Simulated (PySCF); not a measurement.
Work out the structure from these simulated measurements.

Formula: C4H8N2Si2.

| Property | Result |
| --- | --- |
| 1H NMR | chemical shifts (computed TMS as zero) by class: 7.38 (1 H), 6.78 (1 H), 5.11 (2 H), 5.07 (2 H), 4.07 (1 H), 1.78 (1 H) ppm [GIAO PBE0/pcSseg-1] |
| Polarisability | 110.0 au [CAM-B3LYP/def2-SVPD] |
| UV, strongest line | among the 8 lowest singlet transitions: S5 at 6.59 eV (188 nm, f = 0.433) [TDDFT CAM-B3LYP/def2-SVPD] |
| 13C NMR | chemical shifts (computed TMS as zero) by class: 149.0 (1 C), 123.6 (1 C), 58.6 (1 C), -5.3 (1 C) ppm [GIAO PBE0/pcSseg-1] |
| Dipole | 5.87 D [CAM-B3LYP/def2-SVPD] |
| UV, first state | lowest singlet excitation: 4.90 eV (253 nm, f = 0.001) [TDDFT CAM-B3LYP/def2-SVPD] |
| Triplet | lowest triplet excitation (Tamm–Dancoff): 4.12 eV [TDA CAM-B3LYP/def2-SVPD] |
| Rotational structure | rotational constants A, B, C: 2.848, 0.888, 0.781 GHz [GFN2-xTB] |

The electronic properties come from PySCF, for the isolated species, density fitting. Levels stand in brackets. Geometry: GFN2-xTB, one conformer, isolated molecule. NMR values are class means; diastereotopic atoms form classes of their own.

**Question.** Give a SMILES that accounts for the data.

**Answer.** Numbering: `[CH2:1]=[N:2][C@H:3]1[SiH2:4][C@@H:5]([C:6]#[N:7])[SiH2:8]1`. Its formula, C4H8N2Si2, gives 4 degrees of unsaturation: 1 ring and 3 π bonds in the structure found. 4 carbons fall into 4 classes; from least to most shielded: imine carbon [C1] (149.0 ppm), nitrile carbon [C6] (123.6 ppm), ring sp3 carbon bound to nitrogen [C3] (58.6 ppm), ring sp3 carbon bound to silicon [C5] (-5.3 ppm). Hydrogen classes from least to most shielded: 1 H on an imine carbon, C1 (7.38 ppm), 1 H on an imine carbon, C1 (6.78 ppm), 2 H on 2 SiH2 silicons, Si4/Si8 (5.11 ppm), 2 H on 2 SiH2 silicons, Si4/Si8 (5.07 ppm), 1 H on an sp3 carbon bound to nitrogen, C3 (4.07 ppm), 1 H on an sp3 carbon bound to silicon, C5 (1.78 ppm). The optimised geometry has point group Cs and is an asymmetric top. Structure: `C=N[C@H]1[SiH2][C@@H](C#N)[SiH2]1`. Computed isomers that give other values at the same levels: `C[SiH2]C([SiH3])(C#N)C#N` (13C chemical shifts (computed TMS as zero) by class: 119.5 (2 C), -5.5 (1 C), -7.2 (1 C) ppm); `C#C[Si@]([SiH3])(C#N)NC` (13C chemical shifts (computed TMS as zero) by class: 124.6 (1 C), 103.8 (1 C), 89.1 (1 C), 33.0 (1 C) ppm); `C#C[Si@@H](CC#N)[SiH2]N` (13C chemical shifts (computed TMS as zero) by class: 127.4 (1 C), 107.4 (1 C), 85.9 (1 C), 1.3 (1 C) ppm). The assignments are read from this structure; whether some other isomer fits the data as well wasn't checked.

Conformer computed: `[CH2:1]=[N:2][C@H:3]1[SiH2:4][C@@H:5]([C:6]#[N:7])[SiH2:8]1`: C1–N2–C3–Si4 129°.
